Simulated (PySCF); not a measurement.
Cl$_{4}$Zr (SMILES [Cl][Zr]([Cl])([Cl])[Cl]), singlet, geometry from GFN2-xTB (such geometries of metal compounds can be far from the true shape) (core potentials on Zr). Base run: DF-HF/def2-SV(P) run with PySCF.

The PySCF input:
```python
from pyscf import gto, scf

mol = gto.M(
    atom='''
Zr   -0.000000    0.000000    0.000000
Cl    1.799195   -0.565192   -1.229787
Cl    0.646516    0.465871    2.105684
Cl   -0.985449    1.812776   -0.900920
Cl   -1.460263   -1.713455    0.025024
''',
    basis='def2-sv(p)',
    ecp={'Zr': 'def2-sv(p)'},
    charge=0,
    spin=0,
    verbose=4,
)

mf = scf.RHF(mol)
mf = mf.density_fit(auxbasis='def2-universal-jkfit')
mf.kernel()
```

Each row names what was changed in the base input (with any setting that the change needs).

```csv
change,ΔE vs base (µEh),SCF cycles
base,0.0,9
conv_tol = 1e-12,0.0,15
diis = off (with mf.max_cycle = 100),0.0,33
diis = off; damp = 0.3 (with mf.diis_start_cycle = 200; with mf.max_cycle = 150),0.0,17
init_guess = sap,0.0,12
conv_tol = 1e-7,0.0,8
init_guess = 1e,0.0,11
DIIS = ADIIS,0.0,14
level_shift = 1.0 (with mf.max_cycle = 100),0.0,22
init_guess = mod_huckel,0.0,10
diis_space = 20,0.0,9
damp = 0.5; diis_start_cycle = 5,0.0,11
diis_space = 4,0.0,10
```
